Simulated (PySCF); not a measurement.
Species: `C[C@@H](/C=C\[SiH3])CC(C)(F)F`. The columns A, B, C and D hold Mulliken, IAO, Hirshfeld and ESP-fitted charges (e) of one PBE0/pcSseg-1 density (PySCF), in a shuffled order. Coordinates in Å (GFN2-xTB); the density's dipole moment is (0.44, -0.83, -2.06) D.

```tsv
atom	x	y	z	A	B	C	D
C1	-0.277	2.063	0.207	-0.123	-0.419	-0.187	-0.586
C2	-0.386	0.546	0.049	-0.025	-0.101	-0.405	+0.538
C3	-1.540	0.219	-0.850	-0.025	-0.105	-0.068	-0.331
C4	-2.612	-0.478	-0.496	-0.150	-0.447	-0.391	-0.292
Si5	-2.943	-1.239	1.196	+0.306	+0.584	+0.501	+0.365
C6	0.892	-0.069	-0.548	-0.084	-0.289	-0.163	-0.590
C7	2.117	-0.009	0.364	+0.194	+0.574	+0.397	+0.739
C8	3.245	-0.931	-0.071	-0.134	-0.451	-0.216	-0.633
F9	1.771	-0.307	1.654	-0.098	-0.313	-0.307	-0.279
F10	2.600	1.271	0.430	-0.097	-0.316	-0.311	-0.271
H11	-0.030	2.532	-0.745	+0.038	+0.134	+0.103	+0.146
H12	-1.226	2.465	0.553	+0.039	+0.144	+0.121	+0.146
H13	0.490	2.325	0.930	+0.034	+0.155	+0.132	+0.149
H14	-0.561	0.098	1.031	+0.030	+0.136	+0.155	+0.004
H15	-1.447	0.619	-1.856	+0.044	+0.135	+0.096	+0.160
H16	-3.379	-0.625	-1.248	+0.039	+0.153	+0.121	+0.154
H17	-4.224	-1.946	1.118	-0.078	-0.114	-0.090	-0.093
H18	-1.884	-2.194	1.539	-0.077	-0.119	-0.077	-0.092
H19	-3.022	-0.197	2.223	-0.076	-0.118	-0.074	-0.087
H20	1.153	0.444	-1.477	+0.045	+0.147	+0.132	+0.162
H21	0.700	-1.120	-0.774	+0.043	+0.149	+0.140	+0.156
H22	4.104	-0.773	0.577	+0.050	+0.164	+0.137	+0.183
H23	3.524	-0.711	-1.097	+0.052	+0.157	+0.125	+0.175
H24	2.922	-1.965	0.010	+0.052	+0.159	+0.128	+0.179
```

Q: Which column most likely holds the ESP-fitted charges?

A: D. Σ q r misses the density's dipole by 0.03 D (D), 1.04 D (A), 1.25 D (B), 1.46 D (C). Charges fitted to the outside potential are the only set here that is tied to the molecule's multipoles.

Q: And the Hirshfeld charges?

A: A. The mean sizes are 0.081 e (A), 0.191 e (C), 0.233 e (B), 0.271 e (D), and Hirshfeld charges are commonly the smallest of these schemes.

As computed, A = Hirshfeld, B = IAO, C = Mulliken, D = ESP-fitted. Hydrogens on carbon: Hirshfeld +0.03 to +0.05, IAO +0.13 to +0.16, Mulliken +0.10 to +0.15, ESP-fitted 0.00 to +0.18 e.

The ESP scheme fits charges at the nuclei, held to the total charge, to the electrostatic potential on points at 1.4 to 2.0 times the van der Waals radii. The Mulliken scheme counts on each atom the diagonal of the density matrix times the overlap matrix over that atom's basis functions.

Geometry: GFN2-xTB, one conformer, isolated molecule.

The values belong to the conformer `[CH3:1][C@@H:2](/[CH:3]=[CH:4]\[SiH3:5])[CH2:6][C:7]([CH3:8])([F:9])[F:10]`: C1–C2–C3–C4 -118°, C1–C2–C6–C7 68°, C2–C6–C7–C8 164°.
